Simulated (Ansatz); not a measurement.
`C[CH2][Zn][OH]` + HCl → `C[CH2][Zn][Cl]` + H₂O at 500 K and 1 bar (ligand exchange at a Zn–O bond).

Gas-phase electronic energies from Ansatz, PBE0-D4/def2-TZVP geometries. CCSD(T)/CBS adds triple-zeta CCSD(T) − MP2 to the extrapolated MP2 energy (def2 sets, frozen cores). This one scheme is used for every species. For Zn outer-core shells are correlated without core-valence functions, which leaves a few kJ/mol of doubt a bond. Scalar relativity is left out up to krypton. Each species was taken in one conformer, which may not be the lowest.

```json
{"species": "`C[CH2][Zn][OH]`", "CCSD(T)/CBS energy (Eh)": "-1933.28890", "H − E (kJ/mol)": "246.0", "S (J/(mol·K))": "402.6"}
{"species": "HCl", "CCSD(T)/CBS energy (Eh)": "-460.38127", "H − E (kJ/mol)": "32.5", "S (J/(mol·K))": "201.9"}
{"species": "`C[CH2][Zn][Cl]`", "CCSD(T)/CBS energy (Eh)": "-2317.32947", "H − E (kJ/mol)": "212.2", "S (J/(mol·K))": "387.0"}
{"species": "H₂O", "CCSD(T)/CBS energy (Eh)": "-76.37941", "H − E (kJ/mol)": "73.2", "S (J/(mol·K))": "206.3"}
```

H − E and S are ideal-gas, rigid-rotor, harmonic terms from PBE0-D4/def2-TZVP, for one conformer and one mirror image of each species. 1 Eh = 2625.50 kJ/mol, R = 8.31446 J/(mol·K).

**Question.** By hand: ΔE, ΔH, ΔS and ΔG.

**Answer.** ΔE = (-2317.32947) + (-76.37941) − (-1933.28890) − (-460.38127) = -0.03871 Eh = -101.6 kJ/mol. Δ(H − E) = 212.2 + 73.2 − 246.0 − 32.5 = 6.9, so ΔH = -94.7 kJ/mol. ΔS = 387.0 + 206.3 − 402.6 − 201.9 = -11.2 J/(mol·K). ΔG = -94.7 − 500 × (-11.2)/1000 = -89.1 kJ/mol.

**Question.** By hand: the equilibrium constant, and the temperature at which ΔG would vanish if ΔH and ΔS stayed fixed.

**Answer.** log₁₀ K = −ΔG/(RT ln 10) = 9.3. ΔG = 0 at ΔH/ΔS = 8455 K, far beyond where these terms or the molecules hold.

The number of gas molecules stays the same, so ΔS is small and ΔH decides. A doubt of 5 kJ/mol in ΔE shifts log₁₀ K by 0.5 here. Other conformers and mirror images would add mixing entropy, several J/(mol·K) or more a flexible species. Modes under 60 cm⁻¹, often nearly free rotors, make the harmonic entropy too high. These are equilibria of isolated gas molecules and say nothing of rates. Largest T1 diagnostic: 0.015 (customary marks: 0.02 for closed shells, 0.045 for open ones).
